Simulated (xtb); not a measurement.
C3H5, charge -1, singlet, from a rough starting geometry; GFN2-xTB (xtb).

Here is a job for xtb.
```
$ xtb mol.xyz --gfn 2 --chrg -1 --opt vtight --json

# file mol.xyz
8

C      1.60566821     0.09044326     0.01085648
C      0.25922498     0.50460724    -0.01248339
H      2.35841428     0.84147177    -0.04481600
H     -0.00152248     1.47367123    -0.03646580
C     -0.81288183    -0.49675104    -0.00835682
H     -0.45064912    -1.59943867     0.07851369
H     -1.51276269    -0.38708536     0.93222612
H     -1.52205738    -0.45887702    -0.88567432
```

It wrote (shortened):

```
   ID    Z sym.   atoms
    1    6 C      1, 2, 5
    2    1 H      3, 4, 6-8

           -------------------------------------------------
          |                Calculation Setup                |
           -------------------------------------------------

           -------------------------------------------------
          |                 G F N 2 - x T B                 |
           -------------------------------------------------

          ...................................................
          :                      SETUP                      :
          :.................................................:
          :  # basis functions                  17          :
          :  # atomic orbitals                  17          :
          :  # shells                           11          :
          :  # electrons                        18          :
          :  max. iterations                   250          :
          :  Hamiltonian                  GFN2-xTB          :
          :  restarted?                      false          :
          :  GBSA solvation                  false          :
          :  PC potential                    false          :
          :  electronic temp.          300.0000000     K    :
          :  accuracy                    1.0000000          :
          :  -> integral cutoff          0.2500000E+02      :
          :  -> integral neglect         0.1000000E-07      :
          :  -> SCF convergence          0.1000000E-05 Eh   :
          :  -> wf. convergence          0.1000000E-03 e    :
          :  Broyden damping             0.4000000          :
          :  net charge                         -1          :
          :  unpaired electrons                  0          :
          ...................................................

 iter      E             dE          RMSdq      gap      omega  full diag
   1     -9.0053727 -0.900537E+01  0.546E+00    3.43       0.0  T
   2     -9.0696500 -0.642774E-01  0.480E+00    2.62       1.0  T
   3     -9.1164481 -0.467980E-01  0.234E+00    2.97       1.0  T
   4     -9.1157014  0.746735E-03  0.908E-01    2.91       1.0  T
   5     -9.1170836 -0.138225E-02  0.155E-01    2.99       1.0  T
   6     -9.1170169  0.667092E-04  0.173E-01    2.97       1.0  T
   7     -9.1171459 -0.129038E-03  0.315E-02    2.99       1.1  T
   8     -9.1171464 -0.447066E-06  0.754E-03    2.99       4.7  T
   9     -9.1171465 -0.942895E-07  0.125E-03    2.99      28.3  T
[...]
         :: total energy              -8.983918636312 Eh    ::
 * total energy  :    -8.9839186 Eh     change       -0.1121592E-10 Eh
 * total energy  :    -9.0051291 Eh     change       -0.2121050E-01 Eh
 * total energy  :    -9.0091316 Eh     change       -0.4002510E-02 Eh
 * total energy  :    -9.0095319 Eh     change       -0.4002750E-03 Eh
 * total energy  :    -9.0096706 Eh     change       -0.1387185E-03 Eh
 * total energy  :    -9.0096885 Eh     change       -0.1784720E-04 Eh
 * total energy  :    -9.0096950 Eh     change       -0.6518551E-05 Eh
 * total energy  :    -9.0096985 Eh     change       -0.3491382E-05 Eh
 * total energy  :    -9.0096988 Eh     change       -0.2642052E-06 Eh
 * total energy  :    -9.0096990 Eh     change       -0.1949506E-06 Eh
 * total energy  :    -9.0096990 Eh     change       -0.8220615E-08 Eh
   *** GEOMETRY OPTIMIZATION CONVERGED AFTER 11 ITERATIONS ***
         :: total energy              -9.009698964674 Eh    ::
[...]

     #   Z          covCN         q      C6AA      α(0)
     1   6 C        1.897    -0.371    43.030    10.594
     2   6 C        2.871    -0.083    30.083     8.991
     3   1 H        0.911    -0.184     9.657     4.861
     4   1 H        0.915    -0.174     9.018     4.697
     5   6 C        3.751    -0.060    21.710     6.645
     6   1 H        0.924    -0.019     3.414     2.889
     7   1 H        0.923    -0.055     4.209     3.208
     8   1 H        0.923    -0.055     4.209     3.208

 Mol. C6AA /au·bohr⁶  :        825.831161
 Mol. C8AA /au·bohr⁸  :      17325.970978
 Mol. α(0) /au        :         45.094292

Wiberg/Mayer (AO) data.
largest (>0.10) Wiberg bond orders for each atom

 ---------------------------------------------------------------------------
     #   Z sym  total        # sym  WBO       # sym  WBO       # sym  WBO
 ---------------------------------------------------------------------------
     1   6 C    2.984 --     2 C    1.957     3 H    0.938
     2   6 C    3.865 --     1 C    1.957     5 C    0.990     4 H    0.909
     3   1 H    0.966 --     1 C    0.938
     4   1 H    0.970 --     2 C    0.909
     5   6 C    3.962 --     2 C    0.990     6 H    0.989     7 H    0.978
                             8 H    0.978
     6   1 H    1.000 --     5 C    0.989
     7   1 H    0.997 --     5 C    0.978
     8   1 H    0.997 --     5 C    0.978
 ---------------------------------------------------------------------------

Topologies differ in total number of bonds
Writing topology from bond orders to xtbtopo.mol

molecular dipole:
                 x           y           z       tot (Debye)
 q only:       -1.536      -0.680       0.020
   full:       -2.031      -0.151       0.002       5.175
molecular quadrupole (traceless):
                xx          xy          yy          xz          yz          zz
 q only:       -6.632      -2.600       1.832       0.101       0.106       4.800
  q+dip:       -7.023      -0.395       2.902       0.014       0.043       4.121
   full:       -7.452       0.128       2.494      -0.003       0.088       4.958

optimized geometry written to: xtbopt.xyz

           -------------------------------------------------
          | TOTAL ENERGY               -9.009698964674 Eh   |
          | GRADIENT NORM               0.000060390368 Eh/α |
          | HOMO-LUMO GAP               3.958605093561 eV   |
           -------------------------------------------------

normal termination of xtb
```
